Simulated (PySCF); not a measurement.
C7H6FO (doublet state).
Cartesian coordinates in Å at the GFN2-xTB level; atoms count from 1:
```
atom  x, y, z in Å
O1     2.675    1.775   -0.241
C2     2.221    0.652   -0.293
C3     0.817    0.324   -0.137
C4    -0.113    1.314    0.120
C5    -1.452    1.028    0.329
C6    -1.902   -0.312    0.318
C7    -1.053   -1.333    0.068
C8     0.380   -1.102   -0.273
F9     1.190   -1.948    0.487
H10    2.877   -0.220   -0.465
H11    0.251    2.329    0.181
H12   -2.149    1.821    0.547
H13   -2.938   -0.516    0.544
H14   -1.369   -2.364    0.107
H15    0.561   -1.441   -1.314
```

The hyperfine couplings belong to this conformer and change with its torsions.

As a line formula: `O=CC1=CC=C[CH][C@@H]1F` [radical].

Level of theory: UKS B3LYP, pcH-1 on C F H O, non-relativistic, mean-field spin-orbit, GIAO in PySCF 2.14.0. One conformer (not necessarily the lowest) at the GFN2-xTB geometry, without solvent, vibrations or thermal averaging. The geometry wasn't refined by DFT: couplings that depend on bond lengths, twists or pyramidal angles can differ widely from those at the functional's own minimum. The SCF solution wasn't tested for stability. ⟨S²⟩ is 0.788 where a pure state has 0.75.

Q: Give the principal g shifts and their parts.

A: 
```csv
Δg (ppm),1,2,3
relativistic mass correction,-177,-177,-177
gauge correction,5,36,52
orbital Zeeman/spin–orbit,-897,1280,2225
total,-1068,1139,2100
```

So g = 2.00125, 2.00346, 2.00442 and g_iso = 2.00304; the tensor is rhombic: the two nearest values differ by 30 % of g3 − g1. Axes: g3 points within 15° of the C5–C6 bond.

Q: Average each term over the three axes. Which is largest in size?

A: The orbital-Zeeman/spin–orbit term 869, the mass correction -177 and the gauge correction 31 ppm, for a total of 723 ppm. The orbital-Zeeman/spin–orbit term is the largest in size. The mass correction is the same along every axis, so the anisotropy comes from the other two: their spans along these axes are 46 (gauge) and 3122 ppm (orbital Zeeman/spin–orbit).

Q: At 9.533 GHz, how far is the centre of the isotropic spectrum from where a free electron (g = 2.002319) resonates?

A: B = hν/(g μB) with μB/h = 13.99624 MHz/mT gives 340.16 mT for the free electron and 340.04 mT at g_iso, 0.12 mT lower.

Q: In a frozen sample, at which fields do the three g values resonate at 9.5, 34, 94 and 263 GHz (hyperfine left aside), and which band first spreads them over more than twice a line width of 0.5 mT?

A: 
| band | GHz | B(g3) mT | B(g2) mT | B(g1) mT | spread mT |
| --- | --- | --- | --- | --- | --- |
| X | 9.5 | 338.63 | 338.79 | 339.16 | 0.54 |
| Q | 34.0 | 1211.93 | 1212.51 | 1213.85 | 1.92 |
| W | 94.0 | 3350.64 | 3352.25 | 3355.94 | 5.30 |
| J | 263.0 | 9374.66 | 9379.16 | 9389.50 | 14.84 |

The spread grows in proportion to the frequency. Q band is the first where it exceeds 1.0 mT.

The largest Mulliken spin populations are on C5 (+0.49), C3 (+0.42), C7 (+0.37) and C4 (-0.20). The positive populations add up to 1.52 and the negative ones to -0.52, together 2S = 1.

The HOMO–LUMO gaps are 4.18 eV among the α and 3.30 eV among the β orbitals.

On an Intel Xeon at 2.70 GHz with one thread, no GPU, shared host with 64 logical CPUs at a one-minute load of 58, this took 1.9 min (with the writing of density and orbital grids) and 0.97 GiB of memory at its peak.

The SMILES draws the unpaired electron on C7; the largest computed Mulliken spin population is on C5 (0.49 against 0.37).
